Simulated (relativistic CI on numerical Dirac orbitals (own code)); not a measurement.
**Ni²⁺ in a cubic cluster: 2p photoemission with charge transfer**

Computed with a charge-transfer multiplet model of a cubic metal-ligand cluster with up to 2 ligand holes, Slater and spin-orbit integrals from Dirac-Coulomb-Breit ions, Slater integrals scaled by 0.8. The parameters are those of a tetrahedral site (10Dq negative, t2 hopping the larger). The ground state mixes d8 with configurations of k ligand holes L, whose averages lie at kΔ + k(k − 1)U_dd/2; a core hole lowers each added d electron by U_cd. 300 K, Lorentzian 0.6 eV and Gaussian 0.8 eV FWHM.

Atomic integrals in eV (Slater integrals scaled, ζ unscaled), ground: F2dd 9.736, F4dd 6.042, zeta_d 0.080; with the core hole: F2dd 11.178, F4dd 6.982, zeta_d 0.114, zeta_core 11.406, F2cd 6.704, G1cd 5.115, G3cd 2.909.

Cluster parameters (eV): U_dd = 8.2, U_cd = 9.3, 10Dq = -0.2, 10Dq(ligand) = 0, V(eg) = 1.4, V(t2g) = -2.38, final-state hopping factor = 0.9.

| Case | n_d | d8 | d9L | d10L2 | S |
| --- | --- | --- | --- | --- | --- |
| Δ = 0.4 eV | 8.48 | 0.55 | 0.43 | 0.03 | 1.00 |
| Δ = 3.4 eV | 8.25 | 0.76 | 0.23 | 0.01 | 1.00 |
| Δ = 4.4 eV | 8.20 | 0.80 | 0.19 | 0.01 | 1.00 |
| Δ = 5.4 eV | 8.16 | 0.84 | 0.16 | 0.00 | 1.00 |
| Δ = 6.4 eV | 8.13 | 0.87 | 0.13 | 0.00 | 1.00 |

Weights, n_d and S are thermal averages at 300 K. Binding energies count from the first peak over 30 % of the highest in each spectrum, which can be another peak from case to case. The parameters are a model scan and need not match a compound or its usual spin state. Peaks in eV (height, largest 100):
- Δ = 0.4 eV: 0.0 (100), 6.4 (40), 10.9 (16), 12.6 (19), 15.2 (13), 17.7 (52), 23.4 (31), 30.2 (22)
- Δ = 3.4 eV: 0.0 (100), 6.4 (50), 9.9 (19), 12.1 (17), 18.0 (52), 24.2 (33), 27.5 (24)
- Δ = 4.4 eV: 0.0 (100), 6.2 (45), 9.6 (12), 11.5 (15), 18.2 (52), 24.5 (39), 27.2 (14)
- Δ = 5.4 eV: 0.0 (100), 5.7 (38), 7.0 (36), 8.6 (19), 11.2 (10), 18.3 (53), 24.5 (42), 27.7 (7)
- Δ = 6.4 eV: 0.0 (100), 5.4 (35), 6.8 (30), 8.8 (21), 11.6 (5), 18.4 (56), 24.4 (39)

Curve for Δ = 5.4 eV (points under 2 left out, the grid thinned):

| E (eV) | Intensity |
| --- | --- |
| -3.2 | 2.0 |
| -2.5 | 3.2 |
| -1.8 | 6.2 |
| -1.2 | 15.4 |
| -0.5 | 65.6 |
| 0.2 | 94.1 |
| 0.9 | 49.8 |
| 1.5 | 39.9 |
| 2.2 | 23.1 |
| 2.9 | 13.4 |
| 3.6 | 13.2 |
| 4.2 | 15.1 |
| 4.9 | 20.6 |
| 5.6 | 37.6 |
| 6.3 | 34.1 |
| 7.0 | 36.5 |
| 7.6 | 27.9 |
| 8.3 | 18.6 |
| 9.0 | 15.5 |
| 9.7 | 7.3 |
| 10.3 | 7.4 |
| 11.0 | 10.2 |
| 11.7 | 8.8 |
| 12.4 | 4.5 |
| 13.1 | 2.1 |
| 16.1 | 2.9 |
| 16.8 | 6.9 |
| 17.5 | 26.8 |
| 18.2 | 52.8 |
| 18.8 | 41.7 |
| 19.5 | 16.9 |
| 20.2 | 7.1 |
| 20.9 | 4.7 |
| 21.6 | 3.1 |
| 22.2 | 2.7 |
| 22.9 | 4.1 |
| 23.6 | 13.1 |
| 24.3 | 38.3 |
| 24.9 | 33.6 |
| 25.6 | 10.0 |
| 26.3 | 4.7 |
| 27.0 | 4.6 |
| 27.6 | 6.4 |
| 28.3 | 4.7 |
| 29.0 | 2.0 |

For the case Δ = 3.4 eV, Δ = 3.4 eV is smaller than U_dd = 8.2 eV, the charge-transfer side of the Zaanen-Sawatzky-Allen scheme. With the core hole the configuration with one ligand hole lies at Δ − U_cd = -8.9, -5.9, -4.9, -3.9, -2.9 eV from the one without, in the order of the table; where this is negative the screened configuration lies lower, though the effective hopping of about 2.8 eV (from the holes of the mixed ground state) mixes the two strongly wherever it is as large as the gap.
